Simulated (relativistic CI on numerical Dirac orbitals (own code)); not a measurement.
La XIII: q coefficients and field-shift factors

These numbers are calculated, not measured: Dirac-Coulomb-Breit CI, KLI orbitals optimised for each configuration, derivatives by finite differences, unscaled Slater integrals, QED left out (own radial code, finite nucleus).

Configuration list (outside the closed core [Ar] 3d10): 4s2 4p6 4d9, 4s2 4p5 4d10, 4s2 4p6 4d8 4f, 4s2 4p6 4d8 5s, 4s 4p6 4d10, 4s2 4p6 4d8 5p, 4s2 4p5 4d9 4f, 4s2 4p6 4d7 5s2. Levels of other configurations are missing.

With x = (α/α₀)² − 1 an excitation energy changes as ω = ω₀ + qx; K = 2q/ω₀ is the relative enhancement. Terms are leading LS components, so labels can repeat. The field-shift factor is F = δν/δ⟨r²⟩ for the transition from the lowest level.

Lowest level 4s2 4p6 4d9 2D_5/2.

```
                 Level  ω₀ (cm⁻¹)  q (cm⁻¹)         K  F (GHz/fm²)
    4s2 4p6 4d9 2D_3/2      25069     24920      1.99        0.332
 4s2 4p6 4d8 5s 4F_9/2     771026    -86290    -0.224         74.7
  4s2 4p5 4d10 2P°_3/2     771573     28340    0.0734         4.11
 4s2 4p6 4d8 5s 4F_7/2     778887    -83570    -0.215         73.9
 4s2 4p6 4d8 5s 4F_5/2     791370    -80710    -0.204         74.6
 4s2 4p6 4d8 5s 2D_3/2     792723    -80040    -0.202         74.4
 4s2 4p6 4d8 5s 2F_7/2     798196    -64480    -0.162           74
 4s2 4p6 4d8 5s 4F_5/2     798771    -68010     -0.17         74.4
 4s2 4p6 4d8 5s 4P_3/2     813662    -62310    -0.153         74.7
 4s2 4p6 4d8 5s 2F_5/2     813986    -60700    -0.149         74.2
 4s2 4p6 4d8 5s 4P_1/2     816956    -73100    -0.179         74.9
 4s2 4p6 4d8 5s 4P_3/2     823246    -61010    -0.148         74.6
4s2 4p6 4d8 4f 4F°_7/2     826676     -3068  -0.00742         5.64
```

At this charge energies of transitions that change n are usually good to better than 1 %, and those within a shell (Δn = 0) to a few per cent. Levels and lines within the n = 5 or 6 shells can be off by up to 10 % or somewhat more, and those that change n by about 2 %, since core polarisation is missing.
